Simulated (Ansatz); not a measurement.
Reaction (cleavage of the P–Si bond): `[OH][AlH][SiH2]P` + `[OH][AlH2]` → `[AlH2][O]P` + `[OH][AlH][SiH3]`

Calculated with Ansatz (gas phase, PBE0-D4/def2-TZVP geometries, no zero-point term in ΔE). CCSD(T)/CBS is the MP2 limit (def2-TZVPP, def2-QZVPP) plus CCSD(T) − MP2 in def2-TZVPP, frozen cores. This one scheme is used for every species. DFT in def2-TZVPP. HSE06 is defined as in plane-wave codes. One conformer a species, not always the lowest.

```json
{"level": "LDA (SPW92)", "ΔE (kJ/mol)": "45.1", "difference from CCSD(T)/CBS": "9.1"}
{"level": "ωB97M-V", "ΔE (kJ/mol)": "29.1", "difference from CCSD(T)/CBS": "-6.9"}
{"level": "B2PLYP", "ΔE (kJ/mol)": "28.0", "difference from CCSD(T)/CBS": "-8.0"}
{"level": "PBE-QIDH", "ΔE (kJ/mol)": "38.7", "difference from CCSD(T)/CBS": "2.7"}
{"level": "revPBE", "ΔE (kJ/mol)": "45.2", "difference from CCSD(T)/CBS": "9.2"}
{"level": "PBE0", "ΔE (kJ/mol)": "41.8", "difference from CCSD(T)/CBS": "5.8"}
{"level": "HSE06", "ΔE (kJ/mol)": "42.1", "difference from CCSD(T)/CBS": "6.1"}
{"level": "RPA@PBE/def2-TZVPP", "ΔE (kJ/mol)": "27.7", "difference from CCSD(T)/CBS": "-8.3"}
{"level": "CCSD/def2-SVP", "ΔE (kJ/mol)": "30.5", "difference from CCSD(T)/CBS": "-5.5"}
{"level": "CCSD(T)/def2-SVP", "ΔE (kJ/mol)": "33.1", "difference from CCSD(T)/CBS": "-2.9"}
{"level": "HF/def2-TZVPP", "ΔE (kJ/mol)": "3.9", "difference from CCSD(T)/CBS": "-32.1"}
{"level": "CCSD/def2-TZVPP", "ΔE (kJ/mol)": "29.4", "difference from CCSD(T)/CBS": "-6.6"}
{"level": "HF/def2-QZVPP", "ΔE (kJ/mol)": "1.4", "difference from CCSD(T)/CBS": "-34.6"}
{"level": "SCS-MP2/def2-QZVPP", "ΔE (kJ/mol)": "27.8", "difference from CCSD(T)/CBS": "-8.2"}
{"level": "MP2/CBS(def2)", "ΔE (kJ/mol)": "39.6", "difference from CCSD(T)/CBS": "3.6"}
{"level": "CCSD/CBS(def2)", "ΔE (kJ/mol)": "31.2", "difference from CCSD(T)/CBS": "-4.8"}
{"level": "CCSD(T)/CBS", "ΔE (kJ/mol)": "36.0", "difference from CCSD(T)/CBS": "0"}
```

Largest T1 diagnostic among the species: 0.014.

From PBE to PBE0 (25 % exact exchange), in def2-TZVPP and without D4, ΔE moves by −3.8 kJ/mol. In def2-TZVPP, CCSD(T) changes the Hartree–Fock value by +30.3 kJ/mol (the triples alone add +4.8 kJ/mol) and MP2 by +33.9 kJ/mol.
